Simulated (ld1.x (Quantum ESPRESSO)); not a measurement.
**Transferability test, ultrasoft potential for iodine**

* Element: I
* Generator: ld1.x (Quantum ESPRESSO) 7.5
* Type: ultrasoft
* Functional: LDA (PZ)
* Relativity: non-relativistic
* Frozen core: [Kr]
* Valence charge: 17
* Reference configuration: 4d10 5s2 5p5
* Partial waves: 5s (bound): rcut 1.65, rcutus 1.95 bohr; 5s channel at -0.65 Ry: rcut 1.65, rcutus 1.95 bohr; 5p (bound): rcut 2.05, rcutus 2.35 bohr; 5p channel at 2.4 Ry: rcut 2.05, rcutus 2.35 bohr; 4d (bound): rcut 0.65, rcutus 0.90 bohr; 4d channel at -3.45 Ry: rcut 0.65, rcutus 0.90 bohr
* Local potential: all-electron potential smoothed inside 1.30 bohr (lloc = -1)
* Core correction: none
* Augmentation charge: PSQ, inside the norm-conserving radii

Energies are relative to the spin-unpolarised reference configuration 4d10 5s2 5p5; without spin polarisation the order of configurations can differ from experiment. Not all tests gave a result: test run stopped at test 6 of 9 (negative rho).

```json
{"valence configuration": "4d10 5s2 5p3", "charge": "+2", "ΔE all-electron (eV)": "31.354", "error AE − PS (meV)": "+5.9"}
{"valence configuration": "4d10 5s2 5p5.3", "charge": "-0.3", "ΔE all-electron (eV)": "-1.847", "error AE − PS (meV)": "+0.1"}
{"valence configuration": "4d10 5s2 5p4.5", "charge": "+0.5", "ΔE all-electron (eV)": "4.635", "error AE − PS (meV)": "+0.3"}
```

Q: What are ΔE and the potential's error for 4d10 5s2 5p4?

A: ΔE = 11.332 eV all-electron; the error (AE − PS) is +1.3 meV.

Q: What are ΔE and the potential's error for 4d10 5s2 5p2?

A: ΔE = 60.838 eV all-electron; the error (AE − PS) is +16 meV.

Note: ghost state, extra bound levels that the all-electron valence spectrum of the same l lacks: s at -202.4 eV. A true bound ghost makes a file unfit for plane-wave use.
